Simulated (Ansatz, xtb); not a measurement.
CH11NSi3: which of two isomers lies lower

Structure X is `C[Si@@H](N)[SiH2][SiH3]`, a singlet and structure Y is `C[SiH2][SiH2][SiH2]N`, a singlet. Both are isolated molecules in the gas phase, relaxed with r2SCAN-D4/def2-SVP; each stands in its lowest conformer found.

**Question.** Estimate E(Y) − E(X) at the level CCSD(T)/def2-SVP + ΔMP2/def2-TZVPP.

**Answer.** Not settled: CCSD(T)/def2-SVP + ΔMP2/def2-TZVPP gives E(Y) − E(X) = +1.26 kcal/mol, but this leans on the basis-set step: CCSD(T) alone gives 0.00 kcal/mol.

Level by level:

```
                             level            geometry  E(Y) − E(X) (kcal/mol)  departure from the last row (kcal/mol)  job, with rough time for the two
                          GFN2-xTB            GFN2-xTB                     −0.88                                   −2.14              optimisation, 0.45 s
                         HF/STO-3G            GFN2-xTB                     +1.70                                   +0.44               single point, 0.5 s
      r2SCAN-D4/def2-SVP//GFN2-xTB            GFN2-xTB                     +1.27                                   +0.02               single point, 6.9 s
                r2SCAN-D4/def2-SVP  r2SCAN-D4/def2-SVP                     +0.35                                   −0.91             optimisation, 2.4 min
                       HF/def2-SVP  r2SCAN-D4/def2-SVP                     +0.39                                   −0.87           part of the CCSD(T) run
                      MP2/def2-SVP  r2SCAN-D4/def2-SVP                     −0.05                                   −1.31           part of the CCSD(T) run
                  CCSD(T)/def2-SVP  r2SCAN-D4/def2-SVP                      0.00                                   −1.26                      single point
CCSD(T)/def2-SVP + ΔMP2/def2-TZVPP  r2SCAN-D4/def2-SVP                     +1.26                                                        single point, 81 s
```

As drawn, both hold the same kinds of bond in the same numbers.

GFN2-xTB puts the two in the other order. r2SCAN-D4/def2-SVP, HF/def2-SVP, MP2/def2-SVP, CCSD(T)/def2-SVP find them nearly level. The largest departure from CCSD(T)/def2-SVP + ΔMP2/def2-TZVPP is that of GFN2-xTB, 2.14 kcal/mol. The last row adds to CCSD(T) the change of the MP2 difference between the two basis sets, here +1.26 kcal/mol.

With thermal terms from frequencies at re-optimised GFN2-xTB minima (ideal gas, soft modes damped towards free rotors, one conformer each, 298.15 K, 1 atm): on the last row, ΔE + ΔZPE = +1.54, ΔH = +1.31, ΔG = +2.05 kcal/mol.

The correlated steps freeze 17 core orbitals. Mirror images aren't counted in ΔG. Programs: Ansatz 0.2.0, xtb 6.7.1; the last row on 2 threads of Arm Neoverse V2 on a shared host.
